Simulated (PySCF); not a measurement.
# Two-component Hartree-Fock for Fe⁺ (iron, charge +1)

Start: [Ar] 3d6 4s1; 3d3/2 filled at m_j = +3/2; 3d5/2 filled at m_j = -3/2, -1/2, +1/2, +3/2, +5/2; 4s1/2 filled at m_j = +1/2. Calculated with PySCF 2.14 in x2c-SVPall-2c with one added diffuse shell each of s, d type (6s5p4d1f, 48 functions): generalised Hartree-Fock with the X2C-1e Hamiltonian and a Gaussian nucleus; one run each with spin-orbit coupling (SO) switched off, then screened by Boettger's factors. This is a chosen level, not necessarily the ground level.

```csv
spinor shell,electrons,"ε, spin-free (eV)","ε, screened SO (eV)",weight of nominal j (screened SO),"rms radius, screened SO (bohr)"
1s1/2,2,-7181.6,-7181.6,1.000,0.0676
2s1/2,2,-890.80,-890.77,1.000,0.288
2p1/2,2,-756.91,-765.87,0.988,0.259
2p3/2,4,-756.91,-752.48,0.994,0.261
3s1/2,2,-124.03,-124.02,1.000,0.872
3p3/2,4,-83.515,-82.749,0.830,0.938
3p1/2,2,-83.515,-85.038,0.659,0.935
3d5/2,5,-25.841,-26.797,0.589,1.20
3d3/2,1,-25.841,-21.060,0.790,1.29
4s1/2,1,-15.370,-15.369,1.000,3.02
```

```json
{"quantity": "E (hartree)", "spin-free": "-1270.91232", "screened SO": "-1270.92804"}
{"quantity": "M_J", "spin-free": "9/2", "screened SO": "9/2"}
{"quantity": "⟨J²⟩", "spin-free": "24.758", "screened SO": "24.758"}
{"quantity": "⟨L²⟩", "spin-free": "6.005", "screened SO": "6.011"}
{"quantity": "⟨S²⟩", "spin-free": "8.753", "screened SO": "8.749"}
```

Each row is a mean over spinors that exchange with the open shell spreads, by up to 15.282 eV (3p3/2).

Rows whose weight is well below 1 are mixtures of j = l ± 1/2: exchange outweighs spin-orbit coupling there, and the label is only the starting occupation.

Without spin-orbit coupling the j labels of p, d and f shells carry no meaning; the spin-free column gives the mean over the occupied spinors of each nl shell.
